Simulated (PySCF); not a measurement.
Bonds (- single, = double, # triple, : aromatic): C1#C2 1.217 Å, C2-C3 1.368 Å, C3#C4 1.226 Å, C4-B5 1.529 Å, B5-O6 1.341 Å, O6-C7 1.405 Å. C1 carries H8; B5 carries H9; C7 carries H10, H11, H12.

Geometry: PBE0-D3(BJ)/def2-SVP; GIAO shifts from PySCF 2.14.0 with density-fitted response routines, gas phase, non-relativistic, averaged over equivalent atoms.

At PBE0/cc-pVDZ (123 basis functions, 9.9 s wall time on 1 thread of an Arm Neoverse V1, shared host):
| atoms | δ (ppm) |
| --- | --- |
| C3 | 93.2 |
| C4 | 78.4 |
| C1 | 74.3 |
| C2 | 66.6 |
| C7 | 59.5 |
| B5 | 34.4 |
| O6 | 196.2 |
| H9 | 4.81 |
| H10/H11/H12 | 3.92 |
| H8 | 1.99 |

Shifts are taken against calculated references (same method and geometry level): 13C (196.75 ppm) and 1H (31.29 ppm) against TMS; 11B (113.82 ppm) vs BF3·OEt2; H2O for 17O (343.34 ppm).

Q: Estimate the result of repeating the calculation with BHandHLYP/pcSseg-1.

A: 
```json
{"atoms": "C3", "δ at BHandHLYP/pcSseg-1": "101.3", "change": "+8.1"}
{"atoms": "C4", "δ at BHandHLYP/pcSseg-1": "82.7", "change": "+4.3"}
{"atoms": "C1", "δ at BHandHLYP/pcSseg-1": "79.8", "change": "+5.5"}
{"atoms": "C2", "δ at BHandHLYP/pcSseg-1": "70.6", "change": "+4.0"}
{"atoms": "C7", "δ at BHandHLYP/pcSseg-1": "60.8", "change": "+1.3"}
{"atoms": "B5", "δ at BHandHLYP/pcSseg-1": "36.0", "change": "+1.6"}
{"atoms": "O6", "δ at BHandHLYP/pcSseg-1": "182.5", "change": "-13.7"}
{"atoms": "H9", "δ at BHandHLYP/pcSseg-1": "4.52", "change": "-0.29"}
{"atoms": "H10/H11/H12", "δ at BHandHLYP/pcSseg-1": "3.93", "change": "+0.01"}
{"atoms": "H8", "δ at BHandHLYP/pcSseg-1": "2.38", "change": "+0.39"}
```

Referencing at the same level of theory: 13C (σref 183.98), 1H (σref 31.44) against TMS; 11B (σref 104.59) against BF3·OEt2; 17O (σref 334.77) vs H2O.

The largest change is at O6 (oxygen bonded to C, B). Cost: 144 basis functions, 11 s wall time on 1 thread of an Arm Neoverse V1, shared host. The order of the carbon signals is the same at both levels.

A carbon bonded to boron is broadened by the quadrupolar boron nucleus and is often missing from a measured spectrum. Experimental scales use liquid or dissolved standards, which lie at an offset from isolated H2O (liquid H2O: subtract about 36 ppm).
